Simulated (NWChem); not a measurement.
System meant: CH₄F₂O₂Si; SMILES O[SiH](O)C(F)F

NWChem input:

```
start job
memory heap 200 mb stack 900 mb global 1100 mb
geometry units angstroms noautoz
  O     -1.372866    -0.966244     0.740516
  Si    -0.214432    -0.831635    -0.434587
  O      1.044043    -1.859277    -0.163664
  C      0.354221     1.000149    -0.324182
  F      1.159695     1.152846     0.765199
  F     -0.765544     1.763972    -0.115243
  H     -1.765892    -0.129838     1.014567
  H     -0.708212    -1.146528    -1.795423
  H      1.457078    -1.824086     0.705161
  H      0.885286     1.422892    -1.196689
end
basis spherical
  O library def2-svp
  Si library def2-svp
  C library def2-svp
  F library def2-svp
  H library def2-svp
end
dft
  odft
  mult 2
  xc pbe0
  iterations 150
  mulliken
end
task dft energy
```

End of the output:

```
 Summary of "ao basis" -> "" (spherical)
 ------------------------------------------------------------------------------
       Tag                 Description            Shells   Functions and Types
 ---------------- ------------------------------  ------  ---------------------
 O                          def2-svp                 6       14   3s2p1d
 Si                         def2-svp                 8       18   4s3p1d
 C                          def2-svp                 6       14   3s2p1d
 F                          def2-svp                 6       14   3s2p1d
 H                          def2-svp                 3        5   2s1p

                                 NWChem DFT Module
                                 -----------------

 Summary of "ao basis" -> "ao basis" (spherical)
 ------------------------------------------------------------------------------
       Tag                 Description            Shells   Functions and Types
 ---------------- ------------------------------  ------  ---------------------
 O                          def2-svp                 6       14   3s2p1d
 Si                         def2-svp                 8       18   4s3p1d
 C                          def2-svp                 6       14   3s2p1d
 F                          def2-svp                 6       14   3s2p1d
 H                          def2-svp                 3        5   2s1p

  number of electrons :                   58
  multiplicity        :                    2
 ------------------------------------------------------------------------
  no. of electrons and multiplicity not compatible                  58
 ------------------------------------------------------------------------
 ------------------------------------------------------------------------
  current input line :
    29: task dft energy
 ------------------------------------------------------------------------
 ------------------------------------------------------------------------
 There is an error in the input file
 ------------------------------------------------------------------------
 For more information see the NWChem manual at https://nwchemgit.github.io

0: no. of electrons and multiplicity not compatible:Received an Error in Communication
```

What is wrong, and how is it mended?

The input was rejected before any calculation. Cause: the multiplicity doesn't fit the number of electrons (an even count wants an odd multiplicity, and the reverse). This input runs:
```
start job
memory heap 200 mb stack 900 mb global 1100 mb
geometry units angstroms noautoz
  O     -1.372866    -0.966244     0.740516
  Si    -0.214432    -0.831635    -0.434587
  O      1.044043    -1.859277    -0.163664
  C      0.354221     1.000149    -0.324182
  F      1.159695     1.152846     0.765199
  F     -0.765544     1.763972    -0.115243
  H     -1.765892    -0.129838     1.014567
  H     -0.708212    -1.146528    -1.795423
  H      1.457078    -1.824086     0.705161
  H      0.885286     1.422892    -1.196689
end
basis spherical
  * library def2-svp
end
dft
  xc pbe0
  iterations 150
  mulliken
end
task dft energy
```
It converges to -679.30608 Ha (PBE0/def2-SVP).
